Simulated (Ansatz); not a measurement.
C3H9Sc, SMILES `[CH3][Sc]([CH3])[CH3]`, one more setting.

```yaml
crystal:
  periodic: [false, false, false]
  atoms:
    - {symbol: C, position_ang: [-0.750274, 1.920296, -0.635396]}
    - {symbol: Sc, position_ang: [0.240824, 0.008176, -0.269330]}
    - {symbol: C, position_ang: [1.613420, -0.107905, 1.426152]}
    - {symbol: C, position_ang: [-0.827895, -1.811787, -0.832914]}
    - {symbol: H, position_ang: [-0.205994, 2.546922, -1.357154]}
    - {symbol: H, position_ang: [-0.827676, 2.511816, 0.286768]}
    - {symbol: H, position_ang: [-1.766944, 1.795428, -1.029929]}
    - {symbol: H, position_ang: [1.382121, -0.963464, 2.074434]}
    - {symbol: H, position_ang: [1.578268, 0.794466, 2.050096]}
    - {symbol: H, position_ang: [2.660498, -0.232342, 1.113263]}
    - {symbol: H, position_ang: [-0.506359, -2.206000, -1.808000]}
    - {symbol: H, position_ang: [-1.908683, -1.635677, -0.913285]}
    - {symbol: H, position_ang: [-0.681306, -2.619939, -0.104716]}
basis:
  gaussian: {orbitals: def2-mTZVPP}
magnetization: {spin_polarized: true, initial_magnetization: 2}
hamiltonian: {xc: {name: B2PLYP}}
```

```sh
$ ansatz run in.yaml --threads 4 --pin off --events-out ev --progress --plain --max-ram 10444MiB
```

Shortened log:

```
Functional definition: B2PLYP
1413 factors; integrals over basis functions are off by at most 1.2e-3 eV
mean field evaluation 1: about -23930.8561 eV, gradient 4.2e1 eV
mean field evaluation 2: about -23930.8891 eV, gradient 4.1e1 eV
mean field evaluation 4: about -23939.2275 eV, gradient 6.2e0 eV
mean field evaluation 8: about -23939.5032 eV, gradient 4.8e-1 eV
mean field evaluation 16: about -23939.5157 eV, gradient 1.4e-2 eV
mean field evaluation 32: about -23939.5162 eV, gradient 2.7e-5 eV
mean field -23939.51620402 eV, -879.7609937110 hartree, gradient 2.3e-8 eV, S^2 2.019262; 6 other end points of the search recorded, 0 dependent functions left out
8 core orbitals not correlated: weight in the atoms' cores, before any rotation towards them, 1.000 or more for the frozen orbitals, at most 0.000 for the correlated occupied ones
reference -23939.51643033 eV, -879.7610020277 hartree; 17, 15 occupied and 110, 112 virtual orbitals, 1413 factors
second order -24.12172875 eV of doubles, -0.00000000 eV of singles
Total energy: -23946.02929710 eV, -880.0003454667 hartree
```

It took 38 s on 4 threads of an Intel Xeon Platinum 8259CL on a shared host, with 0.48 GiB of host memory at the peak.
